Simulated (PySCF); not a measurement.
Dipole moment and polarisability of `C[C@@](F)(C#CC#N)CF`

C₆H₅F₂N.
Structure used (GFN2-xTB), in Å, numbered top down from 1:
```xyz
14
C6H5F2N angstrom
C     -1.4613    0.8715    0.1560
C     -0.4048    0.0161   -0.5377
F     -0.4229    0.2958   -1.9027
C      0.9189    0.3092   -0.0183
C      2.0245    0.5479    0.4022
C      3.2661    0.8218    0.8958
N      4.3111    1.0528    1.3108
C     -0.7085   -1.4913   -0.4203
F     -0.7875   -1.8597    0.8915
H     -1.2165    1.9255    0.0462
H     -1.4976    0.6180    1.2125
H     -2.4332    0.6842   -0.2955
H     -1.6737   -1.7088   -0.8891
H      0.0848   -2.0834   -0.8883
```

Level: PBE0/def2-SVPD (PySCF), static field, nuclei fixed, core orbitals frozen in the response. The polarisability tensor in these axes (au):

```
x   113.96  12.03  19.25
y    12.03  63.39   5.17
z    19.25   5.17  64.47
```

What are the eigenvalues, a third of the trace, and Δα (Δα² = ½Σ(αi − αj)² over the three pairs)?

Principal values 57.56, 60.86 and 123.41 au; mean 80.61 au = 11.95 Å³ = 13.29 × 10⁻⁴⁰ C²·m²/J; Δα = 64.27 au (80 % of the mean).

What is the dipole moment, and where does it point?

(-4.08, -0.64, -1.10) D, 4.28 D in size, pointing from the negative to the positive side. Measured along this direction, the outermost atoms are N7 at the negative end and H12 at the positive end.

Find the Langevin capture rate constant for NO+ (29.998 u) meeting this molecule (129.039 u), k = 2.342 × 10⁻⁹ cm³/s × √(α in Å³ / reduced mass in u).

The reduced mass is 24.34 u, so k = 1.64 × 10⁻⁹ cm³/s. The formula leaves out the permanent dipole, which adds to the capture rate.

Molar refractivity from α?

Lorentz–Lorenz: R = (4π/3)N_A α = 2.5225 cm³/(mol·Å³) × 11.95 Å³ = 30.1 cm³/mol, in the limit of long wavelengths.

In TDDFT the mean static polarisability is Σ f/ω² over all singlet excitations (ω in hartree). How much of it do the 8 lowest give? Their energies (eV) and oscillator strengths: 4.96, 0.0003; 5.38, 0.0007; 5.55, 0.0006; 7.12, 0.0111; 7.55, 0.0047; 7.57, 0.3792; 7.65, 0.0069; 7.71, 0.0069.

They add up to 5.34 au, 6.6 % of the 80.61 au; the largest single term is 4.90 au, from the state at 7.57 eV. Terms in order: 0.01, 0.02, 0.01, 0.16, 0.06, 4.90, 0.09, 0.09 au. Higher excitations give the rest. The strengths listed sum to 0.410.

The structure is a single GFN2-xTB conformer in the gas phase; no vibrational or solvent corrections.
